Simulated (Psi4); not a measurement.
C3H9NSTe, singlet, at a GFN2-xTB geometry (core potentials on Te); Psi4 with B3LYP/def2-SV(P).

Psi4 was given this input:
```
memory 2 GB

molecule {
0 1
  Te    0.27628340   -0.72463196    0.43017060
  N     1.53892570    0.70372576   -0.34124453
  C     1.22303109    2.06524531    0.02460366
  C     1.78465573    0.59088134   -1.76151269
  H     2.07244984    2.70347850   -0.22885087
  H     0.34068207    2.45151472   -0.50288698
  H     1.05260056    2.12158003    1.09926109
  H     0.91437513    0.87750642   -2.36520709
  H     2.61724573    1.24583024   -2.02674143
  H     2.05572714   -0.43647205   -1.99829048
  S    -1.79295694   -0.11545904   -0.60676193
  C    -2.56277113    1.00652494    0.61223333
  H    -2.72550542    0.47799529    1.54596556
  H    -3.51405678    1.30708772    0.18573746
  H    -1.93491820    1.87769560    0.76709807
}

set basis def2-sv(p)

energy('b3lyp')
print_variables()
```

The log (banner, timings and long lists left out):

```
   => Loading Basis Set <=

    Name: DEF2-SV(P)
    Role: ORBITAL
    Keyword: BASIS

    !!!  WARNING: ECP capability is in beta. Please check occupations closely.  !!!

         ---------------------------------------------------------
                                   SCF
               by Justin Turney, Rob Parrish, Andy Simmonett
                          and Daniel G. A. Smith
                              RKS Reference
         ---------------------------------------------------------

  ==> Geometry <==

    Molecular point group: c1
    Full point group: C1

    Geometry (in Angstrom), charge = 0, multiplicity = 1:

       Center              X                  Y                   Z               Mass
    ------------   -----------------  -----------------  -----------------  -----------------
         TE           0.247586914673    -0.582996968049     0.363837886719   129.906222748000
         N            1.510229214673     0.845360751951    -0.407577243281    14.003074004430
         C            1.194334604673     2.206880301951    -0.041729053281    12.000000000000
         C            1.755959244673     0.732516331951    -1.827845403281    12.000000000000
         H            2.043753354673     2.845113491951    -0.295183583281     1.007825032230
         H            0.311985584673     2.593149711951    -0.569219693281     1.007825032230
         H            1.023904074673     2.263215021951     1.032928376719     1.007825032230
         H            0.885678644673     1.019141411951    -2.431539803281     1.007825032230
         H            2.588549244673     1.387465231951    -2.093074143281     1.007825032230
         H            2.027030654673    -0.294837058049    -2.064623193281     1.007825032230
         S           -1.821653425327     0.026175951951    -0.673094643281    31.972071174400
         C           -2.591467615327     1.148159931951     0.545900616719    12.000000000000
         H           -2.754201905327     0.619630281951     1.479632846719     1.007825032230
         H           -3.542753265327     1.448722711951     0.119404746719     1.007825032230
         H           -1.963614685327     2.019330591951     0.700765356719     1.007825032230

  Running in c1 symmetry.

  Rotational constants: A =      0.06608  B =      0.04213  C =      0.03299 [cm^-1]
  Rotational constants: A =   1980.90959  B =   1262.91812  C =    988.89241 [MHz]
  Nuclear repulsion =  443.543566204107037

  Charge       = 0
  Multiplicity = 1
  Electrons    = 74
  Nalpha       = 37
  Nbeta        = 37

  ==> Algorithm <==

  SCF Algorithm Type is DF.
  DIIS enabled.
  MOM disabled.
  Fractional occupation disabled.
  Guess Type is SAD.
  Energy threshold   = 1.00e-06
  Density threshold  = 1.00e-06
  Integral threshold = 1.00e-12

  ==> Primary Basis <==

  Basis Set: DEF2-SV(P)
    Blend: DEF2-SV(P)
    Number of shells: 60
    Number of basis functions: 118
    Number of Cartesian functions: 125
    Spherical Harmonics?: true
    Max angular momentum: 2

  Core potential: DEF2-SV(P)
    Number of shells: 4
    Number of ECP primitives: 18
    Number of ECP core electrons: 28
    Max angular momentum: 3

  ==> DFT Potential <==

   => LibXC <=

    Version 7.1.2
    S. Lehtola, C. Steigemann, M. J. T. Oliveira, and M. A. L. Marques,  SoftwareX 7, 1–5 (2018) (10.1016/j.softx.2017.11.002)

   => Composite Functional: B3LYP <=

    B3LYP Hyb-GGA Exchange-Correlation Functional

    P. J. Stephens, F. J. Devlin, C. F. Chabalowski, and M. J. Frisch,  J. Phys. Chem. 98, 11623 (1994) (10.1021/j100096a001)

    Deriv               =              1
    GGA                 =           TRUE
    Meta                =          FALSE

    Exchange Hybrid     =           TRUE
    MP2 Hybrid          =          FALSE

   => Exchange Functionals <=

    0.0800   Slater exchange
    0.7200         Becke 88

   => Exact (HF) Exchange <=

    0.2000               HF

   => Correlation Functionals <=

    0.1900   Vosko, Wilk & Nusair (VWN5_RPA)
    0.8100   Lee, Yang & Parr

   => LibXC Density Thresholds  <==

    XC_HYB_GGA_XC_B3LYP:  1.00E-15

   => Molecular Quadrature <=

    Radial Scheme          =       TREUTLER
    Pruning Scheme         =           NONE
    Nuclear Scheme         =       TREUTLER

    Blocking Scheme        =         OCTREE
    BS radius alpha        =              1
    Pruning alpha          =              1
    Radial Points          =             75
    Spherical Points       =            302
    Total Points           =         317318
    Total Blocks           =           2400
    Max Points             =            256
    Max Functions          =            115
    Weights Tolerance      =       1.00E-15

   => Loading Basis Set <=

    Name: (DEF2-SV(P) AUX)
    Role: JKFIT
    Keyword: DF_BASIS_SCF

  ==> Integral Setup <==

  SCF_SUBTYPE=INCORE selected. In-core MEM_DF algorithm will be used.
  Using in-core AOs.

  ==> MemDFJK: Density-Fitted J/K Matrices <==

    J tasked:                   Yes
    K tasked:                   Yes
    wK tasked:                   No
    Algorithm:                 Core
    Schwarz Cutoff:           1E-12
    Mask sparsity (%):       2.6716
    Fitting Condition:        1E-10

   => Auxiliary Basis Set <=

  Basis Set: (DEF2-SV(P) AUX)
    Blend: DEF2-UNIVERSAL-JKFIT
    Number of shells: 238
    Number of basis functions: 810
    Number of Cartesian functions: 1004
    Spherical Harmonics?: true
    Max angular momentum: 5

  Minimum eigenvalue in the overlap matrix is 7.4171230402E-03.
  Reciprocal condition number of the overlap matrix is 1.2521132469E-03.
    Using symmetric orthogonalization.

  ==> Pre-Iterations <==

  SCF Guess: Superposition of Atomic Densities via on-the-fly atomic UHF (no occupation information).

   -------------------------
    Irrep   Nso     Nmo
   -------------------------
     A        118     118
   -------------------------
    Total     118     118
   -------------------------

  ==> Iterations <==

                           Total Energy        Delta E     RMS |[F,P]|

   @DF-RKS iter SAD:  -838.01070834908558   -8.38011e+02   0.00000e+00
   @DF-RKS iter   1:  -839.95089337950162   -1.94019e+00   8.57417e-03 DIIS/ADIIS
   @DF-RKS iter   2:  -838.15320303814747    1.79769e+00   1.63267e-02 DIIS/ADIIS
   @DF-RKS iter   3:  -840.35095811220401   -2.19776e+00   4.71830e-03 DIIS/ADIIS
   @DF-RKS iter   4:  -840.50741898738363   -1.56461e-01   1.06485e-03 DIIS/ADIIS
   @DF-RKS iter   5:  -840.51296077652978   -5.54179e-03   4.76160e-04 DIIS/ADIIS
   @DF-RKS iter   6:  -840.51470398025094   -1.74320e-03   1.16661e-04 DIIS/ADIIS
   @DF-RKS iter   7:  -840.51481499004899   -1.11010e-04   4.04408e-05 DIIS
   @DF-RKS iter   8:  -840.51482587612452   -1.08861e-05   1.29018e-05 DIIS
   @DF-RKS iter   9:  -840.51482743361510   -1.55749e-06   3.71427e-06 DIIS
   @DF-RKS iter  10:  -840.51482754650328   -1.12888e-07   1.02627e-06 DIIS
   @DF-RKS iter  11:  -840.51482755480595   -8.30266e-09   2.69740e-07 DIIS
  Energy and wave function converged.

  ==> Post-Iterations <==

   Electrons on quadrature grid:
      Ntotal   =   74.0000191901 ; deviation = 1.919e-05

    Orbital Energies [Eh]
    ---------------------

    Doubly Occupied:

[...]
      37A     -0.217063

    Virtual:

[...]
    Final Occupation by Irrep:
              A
    DOCC [    37 ]
    NA   [    37 ]
    NB   [    37 ]

  @DF-RKS Final Energy:  -840.51482755480595

   => Energetics <=

    Nuclear Repulsion Energy =            443.5435662041070373
    One-Electron Energy =               -2134.2682079639107542
    Two-Electron Energy =                 909.3446227381201652
    DFT Exchange-Correlation Energy =     -59.1348085331224027
    Empirical Dispersion Energy =           0.0000000000000000
    VV10 Nonlocal Energy =                  0.0000000000000000
    Total Energy =                       -840.5148275548059473

Computation Completed

Properties will be evaluated at   0.000000,   0.000000,   0.000000 [a0]

Properties computed using the SCF density matrix

 Multipole Moments:

 ------------------------------------------------------------------------------------
     Multipole            Electronic (a.u.)      Nuclear  (a.u.)        Total (a.u.)
 ------------------------------------------------------------------------------------

 L = 1.  Multiply by 2.5417464519 to convert [e a0] to [Debye]
 Dipole X            :         18.5906768          -18.6317080           -0.0410311
 Dipole Y            :        -57.6548139           58.1481656            0.4933517
 Dipole Z            :         32.2972643          -32.0372788            0.2599855
 Magnitude           :                                                    0.5591707

 ------------------------------------------------------------------------------------

  Variable Map:
  ----------------------------------------------------------------------------
[...]
  Array Variable Map:
  ----------------------------------------------------------------------------
[...]
[...]
```
